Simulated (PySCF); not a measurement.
C2H6BO2, SMILES CO[B]OC (connectivity only; charge and spin as stated), charge +1, multiplicity 1. Atoms are numbered in the order given.

```xyz
11

C     -2.6232     0.0540    -0.1396
O     -1.2342    -0.1522     0.1469
B      0.0000     0.0000     0.1077
O      1.2342     0.1522     0.1469
C      2.6232    -0.0540    -0.1396
H     -2.7843    -0.1429    -1.2057
H     -3.1855    -0.6528     0.4798
H     -2.8741     1.0893     0.1187
H      2.8741    -1.0893     0.1187
H      2.7843     0.1429    -1.2057
H      3.1855     0.6528     0.4798
```
Charge +1, spin multiplicity 1.

The structure is a stationary point at PBE0-D3(BJ)/def2-SVP. The spin state was assumed, not searched. The isomer is the one that the SMILES or the coordinates give; other isomers of the formula were not compared. One conformer was computed; it need not be the lowest.

The numbers are results of TDA-PBE/def2-SVPD in PySCF, not measurements.

Vertical excitations. Isolated molecule, no solvent. State labels are in the subgroup C2.

Computed excitation energies, oscillator strengths and character:
```csv
state,symmetry,energy (eV),λ (nm),f,main pairs
S1,B,7.47,166,0.000,HOMO→LUMO 99 %
S2,A,7.47,166,0.000,HOMO−1→LUMO 99 %
S3,A,7.96,156,0.000,"HOMO→LUMO+1 78 %, HOMO−1→LUMO+2 22 %"
S4,A,8.10,153,0.001,"HOMO−1→LUMO+2 78 %, HOMO→LUMO+1 22 %"
S5,B,8.10,153,0.002,"HOMO−1→LUMO+1 51 %, HOMO→LUMO+2 49 %"
S6,B,8.48,146,0.006,HOMO−2→LUMO 99 %
S7,A,8.50,146,0.004,HOMO−3→LUMO 99 %
S8,B,8.99,138,0.002,HOMO−3→LUMO+1 94 %
S9,A,9.02,137,0.004,"HOMO−2→LUMO+1 54 %, HOMO−3→LUMO+2 46 %"
S10,B,9.04,137,0.002,HOMO−2→LUMO+2 94 %
T1,B,7.20,172,0,HOMO→LUMO 99 %
T2,A,7.21,172,0,HOMO−1→LUMO 100 %
T3,B,7.52,165,0,"HOMO−1→LUMO+1 63 %, HOMO→LUMO+2 35 %"
T4,B,7.69,161,0,"HOMO→LUMO+2 64 %, HOMO−1→LUMO+1 36 %"
```
Triplets are in the Tamm–Dancoff approximation.
